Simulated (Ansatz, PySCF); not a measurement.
C4H3Br, SMILES C=C(C#C)Br.

The structure is a stationary point at B3LYP-D3(BJ)/def2-SVP.

Vertical ionisation energy (IE) and electron affinity (EA) in eV. Rows of orbital energies are one-electron estimates. Where ΔSCF, EOM or ADC give a negative EA the extra electron is unbound and the value depends on the basis.

```tsv
level	IE	EA
−ε(HOMO), −ε(LUMO), M06-2X/def2-TZVP (PySCF)	8.43	0.59
−ε(HOMO), −ε(LUMO), PBE/def2-TZVP (PySCF)	6.24	2.35
ΔSCF, PBE0/def2-SVPD (Ansatz), final states of multiplicity 2 and 2	…	…
ΔSCF, PBE/def2-SVPD (Ansatz), final states of multiplicity 2 and 2	9.10	-0.30
```

### Question
Fill in the missing entries. (The exact figures need the calculation; the answer reports its results.)

### Answer

- ΔSCF, PBE0/def2-SVPD (Ansatz, an electronic-structure program), final states of multiplicity 2 and 2, IE: 9.27
- ΔSCF, PBE0/def2-SVPD (Ansatz), final states of multiplicity 2 and 2, EA: -0.29

### Question
What vertical singlet–triplet gap does ΔSCF give with PBE0/def2-SVPD (Ansatz) and with PBE/def2-SVPD (Ansatz)? (An estimate is asked for; the answer gives what the named calculation found.)

### Answer
3.20 and 3.21 eV (triplet above singlet where positive).
